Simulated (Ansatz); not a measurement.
`[SiH3]B[SiH2][SiH3]` → B• + 9 H• + 3 Si•  (atomization)

Isolated molecules relaxed with PBE0-D4/def2-TZVP in Ansatz; ΔE leaves out vibrations. CBS: MP2 limit from def2 TZ/QZ plus the TZ coupled-cluster correction, frozen cores. This one scheme is used for every species, atoms too. Open shells (•) are unrestricted, without spin–orbit coupling. Spin–orbit coupling would lower the free atoms: a little for B, Si. Each species was taken in one conformer, which may not be the lowest.

```tsv
species	CCSD(T)/CBS(def2) energy (Eh)
`[SiH3]B[SiH2][SiH3]`	-897.38687
B•	-24.60433
H•	-0.50000
Si•	-288.94402
```

(1) Work out ΔE.

Largest T1 diagnostic among the species: 0.015.

## Answers

(1) ΔE = 9 × (-0.50000) + 3 × (-288.94402) + (-24.60433) − (-897.38687) = 1.45048 Eh = +3808.2 kJ/mol.

In def2-TZVPP, CCSD(T) changes the Hartree–Fock value by +760.4 kJ/mol (the triples alone add +29.7 kJ/mol) and MP2 by +713.3 kJ/mol; breaking electron pairs costs correlation energy, which Hartree–Fock lacks. The D4 term adds +48.0 kJ/mol with B3LYP and +25.6 kJ/mol with PBE0; it sums over pairs of atoms, weighted by their polarisabilities, and B3LYP, whose exchange is more repulsive, gets the larger term. From PBE to PBE0 (25 % exact exchange), in def2-TZVPP and without D4, ΔE moves by +6.4 kJ/mol.

B3LYP here is the variant with VWN-RPA as its local correlation; programs differ in this.

For atomizations the MP2-based limit and the directly extrapolated one differ by several kJ/mol either way, and by 10 to 25 for some Ge, Se and Sn compounds, so smaller differences from it don't rank the levels.
